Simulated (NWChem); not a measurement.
Molecule: C4H3Br; SMILES C#C/C=C\Br

```xyz
8

C      1.1523    -2.6704     0.0000
C      0.1244    -2.0246     0.0000
C     -1.0979    -1.3067     0.0000
C     -1.2379     0.0286     0.0000
Br     0.1817     1.2384     0.0000
H      2.0687    -3.2318     0.0000
H     -2.0223    -1.8965     0.0000
H     -2.2208     0.5028     0.0000
```
Atoms are numbered in this order, from 1.

Level: PBE0/def2-SVP (NWChem), optimised geometry, unscaled harmonic frequencies. This build's default masses of Se (78.918 u) and Br (79.917 u) are each other's, which moves their modes by up to 0.6 %.

### Question
List the harmonic frequencies with IR intensities, and the thermochemistry.

### Answer
```tsv
frequency (cm⁻¹)	IR intensity (km/mol)
107	0.4
268	5.7
313	3.4
518	15.8
603	19.9
686	33.5
705	27.9
722	25.0
738	37.9
943	0.1
992	16.0
1196	0.1
1330	29.8
1680	23.2
2234	1.4
3178	5.0
3250	5.5
3488	85.2
```

```yaml
zero_point_energy: 32.8 kcal/mol
thermal correction to the enthalpy at 298.15 K (with zero-point energy): 36.7 kcal/mol
heat capacity Cv: 18.0 cal/(mol K)
entropy at 298.15 K and 1 atm (symmetry number 1): 76.5 cal/(mol K)
dipole_moment: 0.99 D
```

Rigid rotor and harmonic oscillator.
